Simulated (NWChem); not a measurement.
System: GeH2O2, singlet; SMILES [OH][Ge][OH]

NWChem input:

```
start job
memory heap 200 mb stack 900 mb global 1100 mb
geometry units angstroms noautoz
  Ge     0.000000     0.000000     0.349670
  O      1.303479     0.000000    -0.866438
  H      2.176646     0.000000    -0.457368
  O     -1.303479     0.000000    -0.866438
  H     -2.176646     0.000000    -0.457368
end
basis spherical
  * library def2-svp
end
dft
  xc xwpbe 1.00 cpbe96 1.0 hfexch 1.00
  cam 0.25 cam_alpha 0.0 cam_beta 1.0
  iterations 150
  vectors input atomic output neutral.movecs
end
task dft energy
charge 1
dft
  odft
  mult 2
  vectors input atomic output cation.movecs
end
task dft energy
```

Low-valent species are run as closed-shell singlets; no triplet was tried in these runs. All runs use the structure optimised with PBE0/def2-SVP.

Ions are spin-unrestricted doublets at the neutral geometry; other ion states weren't tried. Functional: LC-ωPBE (HJS hole) with def2-SVP; the question gives the range parameter ω in 1/bohr.

Problem. Predict the main results of this run. (LC-wPBE (HJS exchange hole, range parameter 0.25 per bohr)/def2-SVP, vertical spin-unrestricted ions.) Quantities: vertical ionisation energy, ΔSCF (eV); −ε(HOMO) (eV).

Solution. 
```
Quantity                               Value
-------------------------------------  -----
vertical ionisation energy, ΔSCF (eV)   9.57
−ε(HOMO) (eV)                           8.87
```
